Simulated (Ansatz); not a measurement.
Ansatz (an electronic-structure program) input file for SnHI3, SMILES [I][SnH]([I])[I], B3LYP-D3(BJ)/def2-SVP. 

Ansatz 0.2 input:
```yaml
crystal:
  periodic: [false, false, false]
  atoms:
    - {symbol: Sn, position_ang: [0.03471424, 0.00596899, 0.64295344]}
    - {symbol: I, position_ang: [-0.78971455, 2.44088307, -0.19799237]}
    - {symbol: I, position_ang: [-1.73503396, -1.89711273, -0.10668015]}
    - {symbol: I, position_ang: [2.48954833, -0.54982289, -0.34728100]}
    - {symbol: H, position_ang: [0.12989710, 0.02233534, 2.40586494]}
basis:
  gaussian:
    orbitals: def2-SVP
hamiltonian:
  xc: b3lyp
  dispersion: d3bj
relax: {f_tol: 0.002, max_steps: 200}
```

Program output:

```
WARN ansatz: RAYON_NUM_THREADS=1 ignored (pool sized by the plan → 1); use --threads N
Functional definition: B3LYP
integrals: 0.08 GiB planned
1555 factors; integrals over basis functions are off by at most 3.8e-4 eV
mean field: 0.84 GiB planned
mean field evaluation 1: about -30162.5341 eV, gradient 1.5e1 eV
mean field evaluation 2: about -30161.8086 eV, gradient 2.2e1 eV
mean field evaluation 4: about -30163.2220 eV, gradient 5.0e-1 eV
mean field evaluation 8: about -30163.2611 eV, gradient 5.2e-2 eV
mean field evaluation 16: about -30163.2611 eV, gradient 3.2e-5 eV
mean field -30163.26112531 eV, -1108.4794009623 hartree, gradient 3.2e-5 eV, S^2 0.000000; 0 other end points of the search recorded, 0 dependent functions left out
the calculation of the forces begins
reference -30163.26139369 eV, -1108.4794108253 hartree; 49, 49 occupied and 60, 60 virtual orbitals, 1555 factors
relax step   1: F+E_penalty+E_count = -30163.75434055 eV  Δ(F+E_penalty+E_count) = +0.000e0 eV  max|allowed force component| = 7.370e-1 eV/Å  Δτ_max = 0.0000 Å  (27 SCF iters, accepted)
these checks for a lower state are left out or cut short: starts, cluster_reference, orbital_swaps, neighbouring_geometries, increment
integrals: 0.08 GiB planned
1555 factors; integrals over basis functions are off by at most 4.4e-4 eV
mean field: 0.84 GiB planned
mean field -30163.26607868 eV, -1108.4795829956 hartree, gradient 2.6e-5 eV, S^2 0.000000; 0 other end points of the search recorded, 0 dependent functions left out
the calculation of the forces begins
reference -30163.26634549 eV, -1108.4795928004 hartree; 49, 49 occupied and 60, 60 virtual orbitals, 1555 factors
relax step   2: F+E_penalty+E_count = -30163.76393784 eV  Δ(F+E_penalty+E_count) = -9.597e-3 eV  max|allowed force component| = 5.485e-1 eV/Å  Δτ_max = 0.0552 Å  (30 SCF iters, accepted)
these checks for a lower state are left out or cut short: starts, cluster_reference, orbital_swaps, neighbouring_geometries, increment
integrals: 0.08 GiB planned
1555 factors; integrals over basis functions are off by at most 4.1e-4 eV
mean field: 0.84 GiB planned
mean field evaluation 32: about -30163.2758 eV, gradient 2.3e-5 eV
mean field -30163.27576996 eV, -1108.4799391433 hartree, gradient 2.3e-5 eV, S^2 0.000000; 0 other end points of the search recorded, 0 dependent functions left out
the calculation of the forces begins
reference -30163.27603724 eV, -1108.4799489657 hartree; 49, 49 occupied and 60, 60 virtual orbitals, 1555 factors
relax step   3: F+E_penalty+E_count = -30163.77324716 eV  Δ(F+E_penalty+E_count) = -9.309e-3 eV  max|allowed force component| = 3.866e-2 eV/Å  Δτ_max = 0.0244 Å  (32 SCF iters, accepted)
these checks for a lower state are left out or cut short: starts, cluster_reference, orbital_swaps, neighbouring_geometries, increment
integrals: 0.08 GiB planned
1555 factors; integrals over basis functions are off by at most 4.1e-4 eV
mean field: 0.84 GiB planned
mean field -30163.27611066 eV, -1108.4799516637 hartree, gradient 1.1e-5 eV, S^2 0.000000; 0 other end points of the search recorded, 0 dependent functions left out
the calculation of the forces begins
reference -30163.27637802 eV, -1108.4799614892 hartree; 49, 49 occupied and 60, 60 virtual orbitals, 1555 factors
relax step   4: F+E_penalty+E_count = -30163.77330393 eV  Δ(F+E_penalty+E_count) = -5.677e-5 eV  max|allowed force component| = 1.165e-3 eV/Å  Δτ_max = 0.0015 Å  (25 SCF iters, accepted)
integrals: 0.08 GiB planned
1555 factors; integrals over basis functions are off by at most 4.1e-4 eV
mean field: 0.84 GiB planned
mean field -30163.27611066 eV, -1108.4799516637 hartree, gradient 1.1e-5 eV, S^2 0.000000; 1 other end points of the search recorded, 0 dependent functions left out
the calculation of the forces begins
reference -30163.27637802 eV, -1108.4799614892 hartree; 49, 49 occupied and 60, 60 virtual orbitals, 1555 factors
Total energy: -30163.77357129 eV, -1108.4982330049 hartree
Atom 0 at     0.037097     0.006402     0.687222 Å, force    -0.000014    -0.000003    -0.000265 eV/Å
Atom 1 at    -0.785615     2.425676    -0.211170 Å, force     0.000381    -0.001151     0.000244 eV/Å
Atom 2 at    -1.725025    -1.885534    -0.120461 Å, force     0.000825     0.000896     0.000201 eV/Å
Atom 3 at     2.473337    -0.546606    -0.359569 Å, force    -0.001165     0.000262     0.000314 eV/Å
Atom 4 at     0.129618     0.022314     2.400842 Å, force    -0.000027    -0.000004    -0.000494 eV/Å
Dipole moment:     0.012984     0.002258     0.240622 e Å
```

Self-consistency was reached.
